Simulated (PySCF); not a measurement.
MoF₃, SMILES [F][Mo]([F])[F] (connectivity only; charge and spin as stated), neutral, multiplicity 4. Geometry optimised at PBE-D3(BJ)/def2-TZVP. The spin state was assumed, not searched. The def2 effective core potentials stand for the cores of Mo; spin–orbit coupling is left out.

The numbers are results of PBE-D3(BJ)/def2-TZVP (PySCF), not measurements.

Harmonic wavenumbers (cm⁻¹): 147, 164, 164, 650, 687, 687. Rotational constants (GHz): 5.104, 5.104, 2.552; symmetry number 6.

### Question
Work out the zero-point energy and the ideal-gas rigid-rotor harmonic-oscillator thermochemistry at 298.15 K and 1 atm.

### Answer
ZPE = ½ Σ hcν = ½ × 2498 cm⁻¹ = 14.94 kJ/mol. H − E(el) = 30.79 kJ/mol. Entropy in J/(mol K): translation 171.48, rotation 93.82, vibration 36.56, spin 11.53, total 313.38. G − E(el) = -62.65 kJ/mol. Cp = 68.06 J/(mol K). Modes under 150 cm⁻¹ make the vibrational entropy uncertain.
